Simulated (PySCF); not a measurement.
Al(Br)(Me)(OMe) (C2H6AlBrO), SMILES C[O][Al]([CH3])[Br]. The structure is a stationary point at PBE-D3(BJ)/def2-SVP. One conformer was computed; it need not be the lowest.

Computed equilibrium geometry at PBE-D3(BJ)/def2-SVP (PySCF confirms it by a frequency run) as Cartesian coordinates in Å, and its point group (one conformer of several):
point group Cs.
```xyz
11

Al     0.6482     0.5883     0.0000
Br    -0.3746    -1.4519     0.0000
C      2.5817     0.7865     0.0000
H      2.8735     1.8555     0.0000
H      3.0273     0.2992     0.8917
H      3.0273     0.2992    -0.8917
O     -0.3596     1.9685     0.0000
C     -1.7415     2.2212     0.0000
H     -2.0269     2.8159     0.8967
H     -2.3533     1.2896     0.0000
H     -2.0269     2.8159    -0.8967
```
Charge 0, spin multiplicity 1.
